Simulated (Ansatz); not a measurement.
Computed with Ansatz on PBE0-D4/def2-TZVP structures; ΔE is electronic, products minus reactants. CCSD(T)/CBS adds triple-zeta CCSD(T) − MP2 to the extrapolated MP2 energy (def2 sets, frozen cores). This one scheme is used for every species. Functionals use def2-TZVPP. For Ge outer-core shells are correlated without core-valence functions, which leaves a few kJ/mol of doubt a bond. Scalar relativity is left out up to krypton. One conformer a species, not always the lowest.

Reaction (formal exchange of groups at a B–N bond): `C=NB(O)F` + `[SiH3][GeH3]` → `O[B](F)[GeH2][SiH3]` + `C=N`

Problem. Is it downhill or uphill in electronic energy at CCSD(T)/CBS, and by how much? (An estimate is asked.)

Solution. Computed: Uphill: ΔE = +0.64 eV.

Problem. What do these levels give: PBE-D4, PBE0-D4, ωB97X-V, PBE0, CCSD/def2-TZVPP, CCSD/CBS(def2)? (Estimate.)

Solution. Ansatz gave: PBE-D4 0.64, PBE0-D4 0.68, ωB97X-V 0.69, PBE0 0.69, CCSD/def2-TZVPP 0.68, CCSD/CBS(def2) 0.67 eV.

Largest T1 diagnostic among the species: 0.013.

From PBE to PBE0 (25 % exact exchange), in def2-TZVPP and without D4, ΔE moves by +0.05 eV. In def2-TZVPP, CCSD(T) changes the Hartree–Fock value by −0.24 eV (the triples alone add −0.03 eV) and MP2 by −0.22 eV.
